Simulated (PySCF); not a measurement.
H₇SbSi₂, SMILES [SiH3][SbH][SiH3]. Geometry: r2SCAN-D4/def2-SVP. The def2 effective core potentials stand for the cores of Sb; spin–orbit coupling is left out.

Computed equilibrium geometry at r2SCAN-D4/def2-SVP (PySCF confirms it by a frequency run) as Cartesian coordinates in Å:
```xyz
10

Sb    -0.3840    -0.4964     0.4061
H     -0.9369    -1.2394    -1.0424
Si    -0.8841     1.8489    -0.5646
H     -0.4407     1.9880    -1.9849
H     -0.1638     2.8608     0.2671
H     -2.3510     2.1223    -0.4834
Si     2.0231    -0.3749    -0.5338
H      2.0628     0.0931    -1.9525
H      2.6626    -1.7228    -0.4478
H      2.8052     0.5788     0.3108
```
